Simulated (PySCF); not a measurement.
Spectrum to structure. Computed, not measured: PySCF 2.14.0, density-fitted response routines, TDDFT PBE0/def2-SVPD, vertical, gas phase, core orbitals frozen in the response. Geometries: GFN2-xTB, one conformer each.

```tsv
state	E (eV)	f	main configurations (H = HOMO, L = LUMO)
S1	4.01	0.0001	H→L (98%)
S2	6.81	0.0077	H→L+1 (96%)
S3	7.12	0.023	H-1→L (93%)
S4	7.45	0.019	H→L+2 (33%), H→L+3 (20%), H-3→L (18%)
S5	7.57	0.0086	H→L+2 (51%), H-3→L (24%), H-2→L (12%)
S6	7.66	0.011	H→L+3 (44%), H-3→L (32%), H→L+4 (17%)
```

Triplets computed (Tamm–Dancoff): 3.44, 5.72 eV.

Orbital energies (eV): HOMO-3 -10.34, HOMO-2 -9.99, HOMO-1 -9.68, HOMO -7.39, LUMO -1.20, LUMO+1 0.47, LUMO+2 1.28.

**Question.** Which candidate is it? All have the formula C5H7FO.
A. `O=C1CCC[C@@H]1F`
B. `C=CO/C=C/CF`
C. `C/C=C(/C)C(=O)F`
D. `C(F)(=O)[C@H]1C[C@H]1C`

**Answer.** A. Its S1, at 4.01 eV, is the lowest among the candidates; the nearest of the others has S1 at 5.04 eV. S1 is HOMO→LUMO (98%). S1 has the pattern of n→π* at C=O. At the same level the other candidates give, for their lowest levels:
- `C=CO/C=C/CF`: 6.05 eV (f 0.624); 6.24 eV (f 0.041); 6.27 eV (f 0.025); 6.37 eV (f 0.004); 6.78 eV (f 0.017); T1 4.02 eV; HOMO -6.43, LUMO 0.22 eV
- `C[C@@H]1C[C@@H]1C(=O)F`: 6.04 eV (f 0.002); 7.08 eV (f 0.039); 7.42 eV (f 0.206); 8.19 eV (f 0.011); 8.46 eV (f 0.008); T1 5.49 eV; HOMO -8.80, LUMO -0.59 eV
- `C/C=C(/C)C(=O)F`: 5.04 eV (f 0.000); 5.59 eV (f 0.242); 7.17 eV (f 0.000); 7.28 eV (f 0.000); 7.39 eV (f 0.000); T1 3.38 eV; HOMO -7.88, LUMO -1.82 eV
